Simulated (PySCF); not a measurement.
Molfile (atoms numbered from 1):
```
C10H10O
     RDKit          3D

 21 21  0  0  0  0  0  0  0  0999 V2000
    3.4778    1.2024    1.2972 C   0  0  0  0  0  0  0  0  0  0  0  0
    2.9361    0.1916    0.6216 C   0  0  0  0  0  0  0  0  0  0  0  0
    1.5470    0.1382    0.2437 C   0  0  0  0  0  0  0  0  0  0  0  0
    1.0120   -0.8770   -0.4496 C   0  0  0  0  0  0  0  0  0  0  0  0
   -0.3681   -0.9743   -0.8955 C   0  0  0  0  0  0  0  0  0  0  0  0
   -0.6991   -1.7623   -1.9298 C   0  0  0  0  0  0  0  0  0  0  0  0
   -1.4006   -0.2038   -0.2113 C   0  0  0  0  0  0  0  0  0  0  0  0
   -1.5152    0.2238    1.0873 C   0  0  0  0  0  0  0  0  0  0  0  0
   -2.7688    0.8688    1.1859 C   0  0  0  0  0  0  0  0  0  0  0  0
   -3.3277    0.7876   -0.0521 C   0  0  0  0  0  0  0  0  0  0  0  0
   -2.5157    0.1383   -0.8981 O   0  0  0  0  0  0  0  0  0  0  0  0
    2.8911    2.0541    1.6006 H   0  0  0  0  0  0  0  0  0  0  0  0
    4.5195    1.2160    1.5680 H   0  0  0  0  0  0  0  0  0  0  0  0
    3.5466   -0.6528    0.3273 H   0  0  0  0  0  0  0  0  0  0  0  0
    0.9368    0.9817    0.5351 H   0  0  0  0  0  0  0  0  0  0  0  0
    1.6541   -1.6865   -0.7748 H   0  0  0  0  0  0  0  0  0  0  0  0
    0.0418   -2.3372   -2.4577 H   0  0  0  0  0  0  0  0  0  0  0  0
   -1.7137   -1.8312   -2.2804 H   0  0  0  0  0  0  0  0  0  0  0  0
   -0.8105    0.0709    1.8787 H   0  0  0  0  0  0  0  0  0  0  0  0
   -3.1910    1.3276    2.0565 H   0  0  0  0  0  0  0  0  0  0  0  0
   -4.2615    1.1411   -0.4428 H   0  0  0  0  0  0  0  0  0  0  0  0
  1  2  2  0
  2  3  1  0
  3  4  2  0
  4  5  1  0
  5  6  2  0
  5  7  1  0
  7  8  2  0
  8  9  1  0
  9 10  2  0
 10 11  1  0
 11  7  1  0
  1 12  1  0
  1 13  1  0
  2 14  1  0
  3 15  1  0
  4 16  1  0
  6 17  1  0
  6 18  1  0
  8 19  1  0
  9 20  1  0
 10 21  1  0
M  END
```

Calculated, not measured (PySCF 2.14.0 with density-fitted response routines): GFN2-xTB geometry, NMR shieldings at PBE0/pcSseg-1/GIAO. No relativistic terms, isolated molecule, one conformer.

Referencing at the same level of theory: ¹³C (186.93 ppm) and ¹H (31.72 ppm) vs TMS; H2O for ¹⁷O (336.08 ppm).

```
atoms  nucleus  count  δ (ppm)
  H20       ¹H      1        ?
  H19       ¹H      1     6.75
   C7      ¹³C      1        ?
  O11      ¹⁷O      1    300.3
   C9      ¹³C      1        ?
   C4      ¹³C      1    140.6
   C3      ¹³C      1        ?
  H21       ¹H      1     7.54
  H17       ¹H      1     5.51
   C2      ¹³C      1    145.8
   C8      ¹³C      1    117.1
  H12       ¹H      1     5.60
  H13       ¹H      1        ?
   C6      ¹³C      1    122.5
  H16       ¹H      1     6.62
   C1      ¹³C      1    126.1
  H15       ¹H      1     6.99
   C5      ¹³C      1        ?
  C10      ¹³C      1    146.8
  H14       ¹H      1     6.72
  H18       ¹H      1        ?
```

Estimate the values marked ?.

Answers


- C7: 158.6 ppm, substituted aromatic carbon next to the ring oxygen
- C5: 144.2 ppm, fully substituted alkene carbon; as expected for a trigonal carbon in a double bond
- C3: 141.6 ppm, alkene CH; the olefinic region
- C9: 118.1 ppm, aromatic CH
- H20: 6.73 ppm, hydrogen on an aromatic CH; aromatic region
- H18: 5.94 ppm, hydrogen on a terminal =CH2 carbon; olefinic region
- H13: 5.55 ppm, hydrogen on a terminal =CH2 carbon; attached to an sp2 carbon and in the plane of the double bond

Shifts are as computed. Against solution values, carbons near 30 ppm lie about +3 ppm off and those near 130 ppm about +5 ppm. Of 1211 compounds with measured shifts, 218 miss one by over three times the rms of a fit or turn the order of signals round; such compounds aren't used in these exercises. Unscaled 17O shifts of doubly bonded oxygen tend to come out too high, by tens of ppm or more. Experimental scales use liquid or dissolved standards, which lie at an offset from isolated H2O (liquid H2O: subtract about 36 ppm).
